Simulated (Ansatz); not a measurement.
# Torsion profile

CHOTe (SMILES O=[C][TeH]), doublet, at its PBE0-D4/def2-TZVP minimum:

```csv
atom,x (Å),y (Å),z (Å)
O1,-1.1279,0.3408,1.6397
C2,-0.3521,-0.1159,0.9436
Te3,0.1826,0.4965,-1.3373
H4,1.2973,-0.7214,-1.2461
```

The dihedral angle O1–C2–Te3–H4 (180.0° at the minimum) is set to the values below, the two halves turning rigidly about the central bond. Each method's energies count from its own value at the PBE0-D4 minimum structure. Ansatz 0.2.0; basis: def2-TZVPP; cores frozen in the correlated methods; orbitals are unrestricted. Filled d shells of the heavier atoms are correlated. Core potentials replace the inner electrons of the atoms past krypton. The def2 sets are not built for correlating such inner shells, so the correlated values are less sure here. B3LYP uses VWN-RPA correlation.

```json
{"dihedral angle (°)": "-159.4", "CCSD(T) (kJ/mol)": "1.35", "r2SCAN-D4 (kJ/mol)": "1.66", "B3LYP-D4 (kJ/mol)": "1.55", "PBE-D4 (kJ/mol)": "1.66"}
{"dihedral angle (°)": "-123.4", "CCSD(T) (kJ/mol)": "?", "r2SCAN-D4 (kJ/mol)": "10.04", "B3LYP-D4 (kJ/mol)": "9.34", "PBE-D4 (kJ/mol)": "10.07"}
{"dihedral angle (°)": "-87.4", "CCSD(T) (kJ/mol)": "13.89", "r2SCAN-D4 (kJ/mol)": "16.69", "B3LYP-D4 (kJ/mol)": "15.69", "PBE-D4 (kJ/mol)": "16.76"}
{"dihedral angle (°)": "-51.4", "CCSD(T) (kJ/mol)": "13.79", "r2SCAN-D4 (kJ/mol)": "14.97", "B3LYP-D4 (kJ/mol)": "14.57", "PBE-D4 (kJ/mol)": "14.76"}
{"dihedral angle (°)": "-15.4", "CCSD(T) (kJ/mol)": "10.94", "r2SCAN-D4 (kJ/mol)": "10.18", "B3LYP-D4 (kJ/mol)": "10.46", "PBE-D4 (kJ/mol)": "9.71"}
{"dihedral angle (°)": "20.6", "CCSD(T) (kJ/mol)": "?", "r2SCAN-D4 (kJ/mol)": "10.68", "B3LYP-D4 (kJ/mol)": "10.89", "PBE-D4 (kJ/mol)": "10.23"}
{"dihedral angle (°)": "56.6", "CCSD(T) (kJ/mol)": "14.12", "r2SCAN-D4 (kJ/mol)": "15.64", "B3LYP-D4 (kJ/mol)": "15.12", "PBE-D4 (kJ/mol)": "15.48"}
{"dihedral angle (°)": "92.6", "CCSD(T) (kJ/mol)": "13.39", "r2SCAN-D4 (kJ/mol)": "16.21", "B3LYP-D4 (kJ/mol)": "15.20", "PBE-D4 (kJ/mol)": "16.29"}
{"dihedral angle (°)": "128.6", "CCSD(T) (kJ/mol)": "?", "r2SCAN-D4 (kJ/mol)": "8.67", "B3LYP-D4 (kJ/mol)": "8.07", "PBE-D4 (kJ/mol)": "8.69"}
{"dihedral angle (°)": "164.6", "CCSD(T) (kJ/mol)": "0.76", "r2SCAN-D4 (kJ/mol)": "0.94", "B3LYP-D4 (kJ/mol)": "0.88", "PBE-D4 (kJ/mol)": "0.94"}
```

Fill in the withheld CCSD(T) values. (Judge from chemistry; the value comes from the calculation.)

Computed: 8.12 kJ/mol at -123.4°; 11.26 kJ/mol at 20.6°; 7.01 kJ/mol at 128.6°. These count from the CCSD(T) energy at the PBE0-D4 minimum.

How high is the highest scanned point by CCSD(T), and where? (An estimate is asked for; the value comes from the calculation.)

Computed: 14.12 kJ/mol above the minimum, at 56.6°.

Largest difference from the CCSD(T) curve over the scan: PBE0-D4 1.55; wB97M-V 0.34; HF 3.98; MP2 1.12 kJ/mol. Each curve counts from its own value at the minimum.

No T1 diagnostic of these runs exceeds 0.018. ⟨S²⟩ of the unrestricted Hartree–Fock references: 0.80 to 0.81 (a pure state has 0.75). The unrestricted reference is spin-contaminated, which hurts MP2 most.

For scale, one of the runs: CCSD(T)/def2-TZVPP, 126 basis functions (an equivalent command: `ansatz run in.yaml --threads 2`). Time: 43 s of wall clock on 2 CPU threads; the host was shared. Peak host memory: 1.8 GiB.
